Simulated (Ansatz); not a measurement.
Start from `[CH3][Zn][N](C)C` and change one atom or group to get `CN(C)C=O`.

Ansatz, PBE0-D4/def2-TZVP geometries, multiplicity 1. Each molecule was computed in one conformer, which needn't be the lowest.

Scalar relativity is left out up to krypton.

```
                                      property  `[CH3][Zn][N](C)C`
         HOMO energy (ωB97M-V/def2-TZVPP) / eV               -7.83
zero-point energy (PBE0-D4/def2-TZVP) / kJ/mol               305.6
         LUMO energy (ωB97M-V/def2-TZVPP) / eV                1.32
             LUMO energy (PBE/def2-TZVPP) / eV               -0.71
         HOMO–LUMO gap (B3LYP/def2-TZVPP) / eV                5.11
           HOMO energy (B3LYP/def2-TZVPP) / eV               -5.35
```

**Question.** Give the same properties after the change, and the shifts. (An estimate is asked.)

**Answer.** Computed: 
```csv
property,`CN(C)C=O`,shift
HOMO energy (ωB97M-V/def2-TZVPP) / eV,-9.37,-1.54
zero-point energy (PBE0-D4/def2-TZVP) / kJ/mol,269.3,-36.3
LUMO energy (ωB97M-V/def2-TZVPP) / eV,2.47,1.15
LUMO energy (PBE/def2-TZVPP) / eV,-0.43,0.28
HOMO–LUMO gap (B3LYP/def2-TZVPP) / eV,7.29,2.18
HOMO energy (B3LYP/def2-TZVPP) / eV,-6.93,-1.58
```

With PBE0 the HOMO falls by 1.60 eV and the LUMO rises by 0.61 eV, so the gap widens by about 2.21 eV. PBE moves the HOMO by -1.47 eV and ωB97M-V by -1.54 eV. The zero-point energy changes by -36.3 kJ/mol with -6 modes.

B3LYP here is the variant with VWN-RPA as its local correlation; programs differ in this.
